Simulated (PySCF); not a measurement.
**Oscillator strengths, rates and cross-sections**

Species: C6H13P.
SMILES: `C[C@@H]1CP(C)[C@H]1C`

Level of theory: TDDFT CAM-B3LYP/def2-SVPD, vertical, gas phase, core orbitals frozen in the response in PySCF 2.14.0, density-fitted response routines. Geometry: GFN2-xTB, one conformer, isolated molecule.

Computed singlets with f of 0.002 or more:

```tsv
state	E (eV)	f
S1	5.83	0.060
S2	6.19	0.059
S3	6.54	0.013
S4	6.78	0.055
S5	7.14	0.030
S6	7.48	0.042
S7	7.71	0.015
S8	7.87	0.027
```

Question: Give A, τ, |μ| and ∫σ dE for each state.

Answer: A / s⁻¹ = 0.6670 f (ν̃ / cm⁻¹)² and τ = 1/A in vacuum; |μ| follows from f = (2/3) ΔE |μ|² (atomic units, 1 au = 2.5417 D); ∫σ dE = 109.76 f Mb·eV.

| state | A (s⁻¹) | τ | \|μ\| (D) | ∫σ dE (Mb·eV) |
| --- | --- | --- | --- | --- |
| S1 | 8.9×10⁷ | 11 ns | 1.65 | 6.6 |
| S2 | 9.8×10⁷ | 10 ns | 1.59 | 6.5 |
| S3 | 2.3×10⁷ | 43 ns | 0.71 | 1.4 |
| S4 | 1.1×10⁸ | 9.1 ns | 1.46 | 6 |
| S5 | 6.7×10⁷ | 15 ns | 1.05 | 3.3 |
| S6 | 1.0×10⁸ | 9.8 ns | 1.22 | 4.6 |
| S7 | 3.7×10⁷ | 27 ns | 0.71 | 1.6 |
| S8 | 7.1×10⁷ | 14 ns | 0.94 | 2.9 |

Leading configurations: S1 H→L+1 (67%); S2 H→L (54%); S3 H→L+2 (28%); S4 H→L+3 (76%); S5 H→L+4 (44%); S6 H→L+5 (43%); S7 H-1→L+1 (32%); S8 H→L+7 (21%) (H = HOMO, L = LUMO).

These lifetimes count emission to the ground state at the vertical energy alone; relaxation of the geometry and all other decay channels are left out.

Question: How much energy does a mole of photons resonant with S4 carry?

Answer: 6.781 eV × 96.485 = 654 kJ/mol (156 kcal/mol).

Question: What is the integrated cross-section of all computed states together?

Answer: Σf = 0.300 over S1 to S8, so 109.76 × Σf ≈ 33 Mb·eV.

Question: Suppose S1 emitted 0.3 eV lower with the same transition dipole. How would A change?

Answer: At fixed |μ|, A goes as the cube of the energy: (5.53/5.83)³ = 0.85, which makes τ about 13 ns.
